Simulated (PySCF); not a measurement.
C5H7N, SMILES CC/N=C/C#C.

Geometry optimised at B3LYP-D3(BJ)/def2-SVP. The structure was generated by enumeration; whether it is a known compound was not checked. Other conformers were not sampled.

Two levels are set side by side: TDA-PBE/def2-SVPD (PySCF) and TDA-M06-2X/def2-SVPD (PySCF). Vertical, same geometry. The lowest singlet is HOMO→LUMO 99 % with PBE and HOMO−1→LUMO 93 % with the other functional; states are paired by order. Differences are taken from unrounded values.

| quantity | TDA-M06-2X |
|---|---|
| lowest singlet excitation (eV) | 4.41 |
| lowest triplet excitation (TDA) (eV) | 3.73 |
| first bright state (f over 0.05) (eV) | 6.10 |
| its oscillator strength | 0.34 |

Task: What does TDA-PBE give, and how far is it from TDA-M06-2X? (An estimate is asked for; the answer gives what the named calculation found.)

Result: 
```tsv
quantity	TDA-PBE	TDA-PBE minus TDA-M06-2X
lowest singlet excitation (eV)	4.08	-0.33
lowest triplet excitation (TDA) (eV)	3.37	-0.36
first bright state (f over 0.05) (eV)	5.57	-0.53
its oscillator strength	0.35	0.01
```

Functionals without exact exchange tend to place singlet excitations lower, as here. Differences between two approximate levels are no errors against the true value.

Rough cost on one machine, each run with all the roots and properties that it gave: TDA-M06-2X against TDA-PBE about 8 times.
